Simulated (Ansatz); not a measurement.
Os₄: single points at one geometry.

```yaml
crystal:
  periodic: [false, false, false]
  atoms:
    - {symbol: Os, position_ang: [-1.520480, 2.126561, 0.041650]}
    - {symbol: Os, position_ang: [0.228853, 2.398976, -1.418128]}
    - {symbol: Os, position_ang: [1.739042, 1.997781, 0.262061]}
    - {symbol: Os, position_ang: [0.046686, 0.453082, 0.137617]}
basis:
  gaussian: {orbitals: def2-TZVPD, initial_orbitals: start.molden}
hamiltonian: {xc: pbe, dispersion: d4}
scf: {omitted_lower_state_checks: [starts]}
output: {orbitals: {seedname: orbitals}}
```

The file start.molden holds the orbitals of an earlier run on this structure, at another level or in another basis.

```sh
$ ansatz run in.yaml --threads 4 --pin off --events-out ev --progress --plain --max-ram 3916MiB
```

It prints (some lines left out):

```
Functional definition: PBE
1492 factors; their error is unknown
mean field evaluation 1: about -9874.2667 eV, gradient 8.5e0 eV
mean field evaluation 2: about -9874.5216 eV, gradient 5.3e-1 eV
mean field evaluation 4: about -9874.5001 eV, gradient 1.5e-1 eV
mean field evaluation 8: about -9874.5002 eV, gradient 2.7e-5 eV
mean field -9874.50016703 eV, -362.8811879619 hartree, gradient 2.7e-5 eV, S^2 0.000000; 0 other end points of the search recorded, 0 dependent functions left out
reference -9874.50022885 eV, -362.8811902335 hartree; 32, 32 occupied and 140, 140 virtual orbitals, 1492 factors
Total energy: -9874.75675488 eV, -362.8906173912 hartree
Checks for a lower state left out: starts
```

It took 4.1 s on 4 threads of Arm Neoverse V1 on a shared host.

As the first input, with `hamiltonian: {xc: r2scan, dispersion: d4}` (abridged; 8.6 s):

```
Functional definition: r2SCAN
mean field -9872.47912034 eV, -362.8069158657 hartree, gradient 2.2e-5 eV, S^2 0.000000
Total energy: -9872.51904540 eV, -362.8083830845 hartree
Checks for a lower state left out: starts
```

As the first input, with `gaussian: {orbitals: def2-TZVP, initial_orbitals: start.molden}`, `hamiltonian: {xc: r2scan, dispersion: d4}`, `output: {forces: true, orbitals: {seedname: orbitals}}` (abridged; 8.5 s):

```
Functional definition: r2SCAN
mean field -9872.46863075 eV, -362.8065303805 hartree, gradient 2.0e-5 eV, S^2 0.000000
Total energy: -9872.50854119 eV, -362.8079970622 hartree
Atom 0 force     0.363208    -0.124122    -0.111436 eV/Å
Atom 1 force    -0.035953    -0.205464     0.385592 eV/Å
Atom 2 force    -0.351469    -0.095811    -0.158088 eV/Å
Atom 3 force     0.024214     0.425397    -0.116068 eV/Å
Dipole moment:    -0.000167     0.004624     0.005790 e Å
Checks for a lower state left out: starts
```

First input, but with `gaussian: {orbitals: def2-TZVP, initial_orbitals: start.molden}`, `hamiltonian: {xc: {text: "exchange = 0.50*pbe_x + 0.50*exact_x\ncorrelation = pbe_c"}}` (abridged; 18 s):

```
Functional definition: unnamed
mean field evaluation 16: about -9855.8635 eV, gradient 1.2e-4 eV
mean field -9855.86348493 eV, -362.1963025270 hartree, gradient 1.7e-5 eV, S^2 0.000000
Total energy: -9855.86350277 eV, -362.1963031827 hartree
Checks for a lower state left out: starts
```

First input, but with `gaussian: {orbitals: def2-TZVP, initial_orbitals: start.molden}`, `correlation: {method: mp2}` and without the key `hamiltonian` (abridged; 28 s):

```
Functional definition: HF
mean field evaluation 16: about -9768.0372 eV, gradient 8.2e-3 eV
mean field -9768.03716030 eV, -358.9687446276 hartree, gradient 3.2e-6 eV, S^2 0.000000; unrestricted orbitals would lower it
mean field evaluation 32: about -9769.1757 eV, gradient 6.7e0 eV
mean field evaluation 64: about -9773.3328 eV, gradient 4.2e-1 eV
unrestricted determinant -9774.37484106 eV, -359.2016500999 hartree, S^2 6.8035
second order -57.39473962 eV of doubles, -0.00000000 eV of singles
Total energy: -9825.43189992 eV, -361.0779624050 hartree
Checks for a lower state left out: starts
```

First input, but with `gaussian: {orbitals: def2-TZVP, initial_orbitals: start.molden}`, `hamiltonian: {xc: {name: wB97M-V}}` (abridged; 83 s):

```
Functional definition: wB97M-V
mean field evaluation 16: about -9853.0132 eV, gradient 1.1e-4 eV
mean field -9853.01323583 eV, -362.0915578044 hartree, gradient 1.1e-5 eV, S^2 0.000000
Total energy: -9853.01327833 eV, -362.0915593664 hartree
Checks for a lower state left out: starts
```

First input, but with `gaussian: {orbitals: def2-SVP, initial_orbitals: start.molden}`, `correlation: {method: ccsd_t}` and without the key `hamiltonian` (abridged; 3.2 min):

```
Functional definition: HF
mean field evaluation 16: about -9766.5356 eV, gradient 1.1e-2 eV
mean field evaluation 32: about -9761.2729 eV, gradient 2.4e1 eV
mean field evaluation 64: about -9762.3977 eV, gradient 1.9e1 eV
mean field evaluation 96: about -9762.9564 eV, gradient 8.0e0 eV
mean field evaluation 128: about -9764.4231 eV, gradient 1.0e0 eV
mean field evaluation 160: about -9765.1401 eV, gradient 1.7e0 eV
mean field evaluation 192: about -9765.6042 eV, gradient 4.3e-1 eV
mean field -9766.53559581 eV, -358.9135631504 hartree, gradient 2.9e-6 eV, S^2 0.000000; unrestricted orbitals would lower it
mean field evaluation 224: about -9768.5438 eV, gradient 4.1e0 eV
mean field evaluation 256: about -9772.8593 eV, gradient 4.0e-1 eV
mean field evaluation 288: about -9763.5147 eV, gradient 1.4e1 eV
mean field evaluation 320: about -9770.8963 eV, gradient 2.5e-1 eV
unrestricted determinant -9773.20560926 eV, -359.1586816237 hartree, S^2 6.4915
[...]
cycle  31  -44.58157237 eV  change   -2.4e-4 eV  update   2.3e-4
cycle  32  -44.58243149 eV  change   -8.6e-4 eV  update   1.9e-4
cycle  33  -44.58254388 eV  change   -1.1e-4 eV  update   1.7e-4
cycle  34  -44.58274885 eV  change   -2.0e-4 eV  update   1.1e-4
cycle  35  -44.58298518 eV  change   -2.4e-4 eV  update   8.4e-5
cycle  36  -44.58282233 eV  change    1.6e-4 eV  update   7.1e-5
cycle  37  -44.58280119 eV  change    2.1e-5 eV  update   5.7e-5
cycle  38  -44.58282413 eV  change   -2.3e-5 eV  update   4.3e-5
cycle  39  -44.58274162 eV  change    8.3e-5 eV  update   3.6e-5
cycle  40  -44.58278896 eV  change   -4.7e-5 eV  update   2.7e-5
perturbative correction -4.51166249 eV, -0.1658005382 hartree
WARN: the results are in doubt because among natural orbitals the method converges to other amplitudes
Total energy: -9815.63004725 eV, -360.7177509636 hartree
In doubt: among natural orbitals the method converges to other amplitudes
Checks for a lower state left out: starts
```

Geometry: r2SCAN-D4/def2-SVP.

In the def2 sets Os takes a core potential; there is no spin–orbit coupling. Correlated methods freeze no core orbitals; core or outer-core shells of Os are correlated, in sets that lack core-valence functions. The restricted singlet is unstable towards broken spin symmetry at other levels; at PBE-D4/def2-TZVPD, r2SCAN-D4/def2-TZVPD, r2SCAN-D4/def2-TZVP, PBE with 50 % exact exchange/def2-TZVP and others this wasn't settled. At MP2/def2-TZVP, CCSD(T)/def2-SVP the restricted singlet (for correlated methods, its reference) is unstable: a solution with broken spin symmetry lies lower. At CCSD(T)/def2-SVP the program marks the result for the charge 0 singlet as doubtful (other amplitudes). At CCSD(T)/def2-SVP T1 of the charge 0 singlet is large (up to 0.165), so the single-reference result is doubtful. The order of the spin states hangs on the level: the triplet lies 0.94 eV below the singlet at PBE0-D4/def2-TZVP, but 4.50 eV above it at MP2/def2-TZVP. The structure comes from a short search, and lower isomers may exist.
